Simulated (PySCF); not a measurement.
**Electron correlation in Ga⁺ (gallium, charge +1)**

[Ar] 3d10 4s2, closed-shell 1S. All numbers are calculated (PySCF 2.14, scalar relativity by spin-free X2C-1e, in jorge-DZP-DKH (8s6p2d1f, 43 functions)). Frozen: [Ar] 3d10; 2 electrons correlated.

Total MP2 correlation energy: -21.76 mhartree.

Same-spin part 0.00 and opposite-spin part -21.76 mhartree; SCS-MP2 scales them by 1/3 and 6/5 to -26.11 mhartree.

With two correlated electrons CCSD is exact within the correlated space (frozen core and kept virtual orbitals).

```tsv
level	correlation energy (mhartree)
CCSD	-33.12
```

Diagnostics: T1 = 0.0061, D1 = 0.0086, largest double amplitude 0.103.

Q: Is a single reference adequate?

A: Mostly. T1 lies below 0.03, but a double amplitude of this size points to a near-degeneracy that CCSD handles and MP2 describes poorly.
